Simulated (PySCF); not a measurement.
From computed data to an observable: oscillator strength and radiative lifetime

Sn(Cl)3(NHMe) (CH4Cl3NSn), SMILES C[NH][Sn]([Cl])([Cl])[Cl].

Coordinates come from a B3LYP-D3(BJ)/def2-SVP optimisation. The def2 effective core potentials stand for the cores of Sn; spin–orbit coupling is left out. The values are those of a single conformer.

TDA-M06-2X/def2-SVPD (PySCF 2.14.0) puts the first singlet state with f over 0.02 at 4.48 eV (vertical), with the transition dipole (-0.519, 0.191, -0.365) in atomic units.

Problem. Find the oscillator strength, the wavelength and the radiative lifetime that this transition would have in vacuum if emission retraced absorption.

Solution. 
|μ|² = 0.4391 au, so |μ| = 1.68 D. ΔE = 4.48/27.211 = 0.1646 hartree. f = (2/3) ΔE |μ|² = 0.048 (the program prints 0.048).
λ = 1239.84/4.48 = 277 nm; ν = 36134 cm⁻¹.
Einstein's coefficient A = 0.6670 ν² f s⁻¹ (ν in cm⁻¹) = 4.2e7 s⁻¹, so τ = 1/A = 24 ns. This state is S1. The figure is the radiative limit of this one transition; relaxation, internal conversion, crossing to triplets and a medium change what is measured.
